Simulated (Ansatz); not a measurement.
BH7O2Si2. Total charge 0; spin multiplicity 1. The bonds changed during the relaxation, so this is another structure than the one it started from. Geometry: relaxed with PBE0-D4/def2-TZVP. It is one conformer, not always the lowest.

```xyz
12

B     0.759    0.357    0.974
Si   -0.242    1.755    0.219
O    -1.061    1.574   -1.163
Si    0.198   -1.418    0.292
O    -0.780   -1.132   -1.061
H     1.499    0.925    0.097
H     1.246    0.520    2.054
H    -0.080    3.223    0.390
H    -1.164    0.623   -1.376
H    -0.604   -2.196    1.282
H     1.296   -2.329   -0.151
H    -1.068   -1.901   -1.556
```

What is the dipole moment at r2SCAN/def2-TZVPP? (Best estimate.)

Computed: 1.34 D, with components (-0.99, -0.03, -0.90) D in this frame, pointing from negative to positive charge.

And with PBE, B3LYP, ωB97M-V? (Estimate.)

Computed: PBE 1.34 D, B3LYP 1.25 D, ωB97M-V 1.33 D.

Give the Mulliken charges with r2SCAN, ωB97M-V, PBE in def2-TZVPP. (An estimate is asked.)

Computed: 
```
atom  r2SCAN  ωB97M-V    PBE
  B1   -0.18    -0.30  -0.13
 Si2    0.48     0.41   0.36
  O3   -0.40    -0.38  -0.34
 Si4    0.39     0.28   0.27
  O5   -0.46    -0.43  -0.39
  H6   -0.03     0.04   0.00
  H7    0.03     0.10   0.04
  H8   -0.06     0.00  -0.04
  H9    0.24     0.23   0.22
 H10   -0.11    -0.07  -0.09
 H11   -0.11    -0.06  -0.09
 H12    0.20     0.17   0.18
```

B3LYP here is the variant with VWN-RPA as its local correlation; programs differ in this.
